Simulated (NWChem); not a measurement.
The numbers come from NWChem runs, not from measurements. System: C$_{2}$H$_{4}$NO, charge 0, spin multiplicity 2, at a geometry optimised with UB3LYP/def2-SVP. The structure started from a generated list of species. Its SCF solution wasn't tested for a lower state. Level: UHF/def2-TZVP.

NWChem printed:

```
             Northwest Computational Chemistry Package (NWChem) 7.3.0
             --------------------------------------------------------

                                NWChem Input Module
                                -------------------

 Scaling coordinates for geometry "geometry" by  1.889725989
 (inverse scale =  0.529177249)

 Turning off AUTOSYM since
 SYMMETRY directive was detected!

                             Geometry "geometry" -> ""
                             -------------------------

 Output coordinates in angstroms (scale by  1.889725989 to convert to a.u.)

  No.       Tag          Charge          X              Y              Z
 ---- ---------------- ---------- -------------- -------------- --------------
    1 C                    6.0000     0.77684900    -1.18082400     0.00000000
    2 C                    6.0000    -0.12573900    -0.02979800     0.00000000
    3 N                    7.0000     0.47360800     1.20778500     0.00000000
    4 O                    8.0000    -1.34534300    -0.16149100     0.00000000
    5 H                    1.0000     0.32315700    -2.17253000     0.00000000
    6 H                    1.0000     1.86608700    -1.08572600     0.00000000
    7 H                    1.0000    -0.12450800     2.02482100     0.00000000
    8 H                    1.0000     1.47609300     1.33459600     0.00000000

 Effective nuclear repulsion energy (a.u.)     113.7415082456

            Nuclear Dipole moment (a.u.)
            ----------------------------
        X                 Y               Z
 ---------------- ---------------- ----------------
     0.0000018897    -0.0000075589     0.0000000000

      Symmetry information
      --------------------

 Group name             Cs
 Group number              2
 Group order               2
 No. of unique centers     8

      Symmetry unique atoms

     1    2    3    4    5    6    7    8


 Summary of "ao basis" -> "" (spherical)
 ------------------------------------------------------------------------------
       Tag                 Description            Shells   Functions and Types
 ---------------- ------------------------------  ------  ---------------------
 *                         def2-tzvp                  on all atoms

 Summary of "ao basis" -> "ao basis" (spherical)
 ------------------------------------------------------------------------------
       Tag                 Description            Shells   Functions and Types
 ---------------- ------------------------------  ------  ---------------------
 C                         def2-tzvp                11       31   5s3p2d1f
 N                         def2-tzvp                11       31   5s3p2d1f
 O                         def2-tzvp                11       31   5s3p2d1f
 H                         def2-tzvp                 4        6   3s1p

                                 NWChem SCF Module
                                 -----------------

  ao basis        = "ao basis"
  functions       =   148
  atoms           =     8
  alpha electrons =    16
  beta  electrons =    15
  charge          =   0.00
  wavefunction    = UHF
  use symmetry    = T
  symmetry adapt  = T

 Summary of "ao basis" -> "ao basis" (spherical)
 ------------------------------------------------------------------------------
       Tag                 Description            Shells   Functions and Types
 ---------------- ------------------------------  ------  ---------------------
 C                         def2-tzvp                11       31   5s3p2d1f
 N                         def2-tzvp                11       31   5s3p2d1f
 O                         def2-tzvp                11       31   5s3p2d1f
 H                         def2-tzvp                 4        6   3s1p

      Symmetry analysis of basis
      --------------------------

        a'        104
        a"         44

 Forming initial guess at       0.1s

   Symmetry analysis of molecular orbitals - initial alpha
   -------------------------------------------------------

  Numbering of irreducible representations:

     1 a'          2 a"

  Orbital symmetries:

     1 a'          2 a'          3 a'          4 a'          5 a'
     6 a'          7 a'          8 a'          9 a'         10 a'
[...]
                     UHF Final Beta Molecular Orbital Analysis
                     -----------------------------------------

 Vector   13  Occ=1.000000D+00  E=-5.582012D-01  Symmetry=a"
              MO Center= -2.0D-01,  3.8D-01, -1.9D-13, r^2= 1.6D+00
   Bfn.  Coefficient  Atom+Function         Bfn.  Coefficient  Atom+Function
  ----- ------------  ---------------      ----- ------------  ---------------
    39      0.249990  2 C  pz                70      0.246195  3 N  pz
    73      0.238232  3 N  pz                42      0.231728  2 C  pz
   101      0.206207  4 O  pz               104      0.187248  4 O  pz
    76      0.151923  3 N  pz

 Vector   14  Occ=1.000000D+00  E=-4.313595D-01  Symmetry=a'
              MO Center= -9.0D-01, -1.4D-01, -9.2D-15, r^2= 1.6D+00
   Bfn.  Coefficient  Atom+Function         Bfn.  Coefficient  Atom+Function
  ----- ------------  ---------------      ----- ------------  ---------------
   100      0.416261  4 O  py               103      0.372676  4 O  py
   106      0.260656  4 O  py                67     -0.159609  3 N  s
     5      0.157263  1 C  s

 Vector   15  Occ=1.000000D+00  E=-3.911451D-01  Symmetry=a"
              MO Center= -2.6D-01,  5.8D-01, -8.4D-15, r^2= 2.1D+00
   Bfn.  Coefficient  Atom+Function         Bfn.  Coefficient  Atom+Function
  ----- ------------  ---------------      ----- ------------  ---------------
    70      0.322268  3 N  pz                73      0.307041  3 N  pz
    76      0.304356  3 N  pz               101     -0.272538  4 O  pz
   104     -0.247172  4 O  pz               107     -0.179684  4 O  pz

 Vector   16  Occ=0.000000D+00  E= 6.129908D-02  Symmetry=a"
              MO Center=  4.5D-01, -8.9D-01, -2.3D-14, r^2= 2.7D+00
   Bfn.  Coefficient  Atom+Function         Bfn.  Coefficient  Atom+Function
  ----- ------------  ---------------      ----- ------------  ---------------
    14      0.595690  1 C  pz                 8      0.250779  1 C  pz
   107     -0.209272  4 O  pz                11      0.178592  1 C  pz
   101     -0.170784  4 O  pz               104     -0.150319  4 O  pz

 Vector   17  Occ=0.000000D+00  E= 1.275453D-01  Symmetry=a'
              MO Center=  1.6D+00,  1.3D+00, -1.6D-15, r^2= 5.1D+00
   Bfn.  Coefficient  Atom+Function         Bfn.  Coefficient  Atom+Function
  ----- ------------  ---------------      ----- ------------  ---------------
    67      2.413463  3 N  s                145     -1.728044  8 H  s
     5      1.539961  1 C  s                133     -1.230900  6 H  s
    36     -1.148892  2 C  s                139     -0.866957  7 H  s
    12      0.490518  1 C  px                43     -0.441383  2 C  px
    66     -0.386146  3 N  s                 13      0.361615  1 C  py

 Vector   18  Occ=0.000000D+00  E= 1.759739D-01  Symmetry=a'
              MO Center=  5.0D-01,  1.5D+00,  1.1D-12, r^2= 7.3D+00
   Bfn.  Coefficient  Atom+Function         Bfn.  Coefficient  Atom+Function
  ----- ------------  ---------------      ----- ------------  ---------------
   139     -2.179931  7 H  s                133      2.059443  6 H  s
     5     -1.172134  1 C  s                 12     -1.087364  1 C  px
    74     -0.862190  3 N  px               145      0.775737  8 H  s
    43      0.601288  2 C  px                75      0.598582  3 N  py
    67      0.531730  3 N  s                 98      0.472640  4 O  s

 center of mass
 --------------
 x =  -0.11413456 y =  -0.00312128 z =   0.00000000

 moments of inertia (a.u.)
 ------------------
         176.619808081620           1.791911829398           0.000000000000
           1.791911829398         161.187768688317           0.000000000000
           0.000000000000           0.000000000000         337.807576769937

  Mulliken analysis of the total density
  --------------------------------------

    Atom       Charge   Shell Charges
 -----------   ------   -------------------------------------------------------
    1 C    6     6.25   0.85  1.12  0.50  0.66  0.13  1.21  1.31  0.42  0.02  0.03  0.00
    2 C    6     5.54   0.86  1.12  0.52  0.47  0.03  1.16  0.98  0.11  0.06  0.20  0.02
    3 N    7     7.55   0.82  1.16  0.50  0.81  0.14  1.54  1.80  0.74  0.01  0.03  0.00
    4 O    8     8.50   0.79  1.18  0.58  0.95  0.35  1.83  1.96  0.82  0.00  0.03  0.00
    5 H    1     0.84   0.26  0.48  0.08  0.02
    6 H    1     0.86   0.26  0.49  0.09  0.02
    7 H    1     0.73   0.25  0.39  0.05  0.04
    8 H    1     0.74   0.26  0.40  0.04  0.04

  Mulliken analysis of the alpha density
  --------------------------------------

    Atom       Charge   Shell Charges
 -----------   ------   -------------------------------------------------------
    1 C    6     3.70   0.43  0.56  0.26  0.35  0.08  0.78  0.90  0.31  0.01  0.02  0.00
    2 C    6     2.65   0.43  0.56  0.25  0.22  0.02  0.54  0.45  0.04  0.03  0.11  0.01
    3 N    7     3.78   0.41  0.58  0.25  0.41  0.07  0.77  0.90  0.37  0.00  0.02  0.00
    4 O    8     4.37   0.40  0.59  0.29  0.48  0.17  0.97  1.03  0.41  0.00  0.01  0.00
    5 H    1     0.38   0.12  0.21  0.03  0.01
    6 H    1     0.39   0.12  0.22  0.03  0.01
    7 H    1     0.36   0.13  0.19  0.02  0.02
    8 H    1     0.37   0.13  0.20  0.02  0.02

   Mulliken analysis of the beta density
   -------------------------------------

    Atom       Charge   Shell Charges
 -----------   ------   -------------------------------------------------------
    1 C    6     2.55   0.43  0.56  0.23  0.31  0.04  0.43  0.41  0.11  0.01  0.01  0.00
    2 C    6     2.88   0.43  0.56  0.27  0.25  0.01  0.62  0.53  0.08  0.03  0.10  0.01
    3 N    7     3.77   0.41  0.58  0.25  0.41  0.07  0.77  0.90  0.37  0.00  0.02  0.00
    4 O    8     4.13   0.40  0.59  0.28  0.47  0.17  0.86  0.93  0.41  0.00  0.02  0.00
    5 H    1     0.46   0.14  0.26  0.05  0.01
    6 H    1     0.47   0.14  0.27  0.05  0.01
    7 H    1     0.37   0.13  0.19  0.03  0.02
    8 H    1     0.37   0.13  0.20  0.02  0.02

   Mulliken analysis of the spin density
   -------------------------------------

    Atom       Charge   Shell Charges
 -----------   ------   -------------------------------------------------------
    1 C    6     1.15   0.00 -0.00  0.03  0.04  0.04  0.35  0.49  0.19 -0.00  0.00 -0.00
    2 C    6    -0.23  -0.00  0.00 -0.01 -0.03  0.00 -0.08 -0.09 -0.04  0.00  0.01  0.00
    3 N    7     0.00  -0.00  0.00 -0.00 -0.00 -0.00  0.00  0.01 -0.00 -0.00 -0.00 -0.00
    4 O    8     0.24   0.00 -0.00  0.01  0.01 -0.00  0.12  0.10  0.00 -0.00 -0.00 -0.00
    5 H    1    -0.08  -0.01 -0.05 -0.02  0.00
    6 H    1    -0.08  -0.01 -0.05 -0.02  0.00
    7 H    1    -0.00  -0.00 -0.00 -0.00  0.00
    8 H    1     0.00   0.00  0.00 -0.00 -0.00

       Multipole analysis of the density wrt the origin
       ------------------------------------------------

     L   x y z        total         alpha         beta         nuclear
     -   - - -        -----         -----         ----         -------
     0   0 0 0     -0.000000    -16.000000    -15.000000     31.000000

     1   1 0 0      1.588756      0.364855      1.223900      0.000002
     1   0 1 0      0.378878      1.215165     -0.836279     -0.000008
     1   0 0 1     -0.000000     -0.000000     -0.000000      0.000000

     2   2 0 0    -18.959092    -56.909494    -53.278171     91.228573
     2   1 1 0     -0.334771      2.601554     -0.259833     -2.676492
     2   1 0 1      0.000000      0.000000     -0.000000      0.000000
     2   0 2 0    -13.732992    -63.804172    -59.099758    109.170938
     2   0 1 1     -0.000000     -0.000000     -0.000000      0.000000
     2   0 0 2    -19.078239    -10.600691     -8.477549      0.000000

 Task  times  cpu:       16.3s     wall:       16.3s

 Total times  cpu:       16.3s     wall:       16.3s
```

Write an NWChem input that would produce this output.

One answer among several that fit: 
```
start mol
memory heap 200 mb stack 900 mb global 1100 mb
geometry units angstroms nocenter noautoz
  C      0.776849    -1.180824     0.000000
  C     -0.125739    -0.029798     0.000000
  N      0.473608     1.207785     0.000000
  O     -1.345343    -0.161491     0.000000
  H      0.323157    -2.172530     0.000000
  H      1.866087    -1.085726     0.000000
  H     -0.124508     2.024821     0.000000
  H      1.476093     1.334596     0.000000
  symmetry group Cs
end
basis spherical
  * library def2-tzvp
end
scf
  uhf
  nopen 1
  maxiter 100
  thresh 1e-7
  semidirect memsize 60000000 filesize 0
  # guess.movecs holds the orbitals of an unrestricted PBE0 run
  vectors input guess.movecs output mol.movecs
end
task scf energy
```
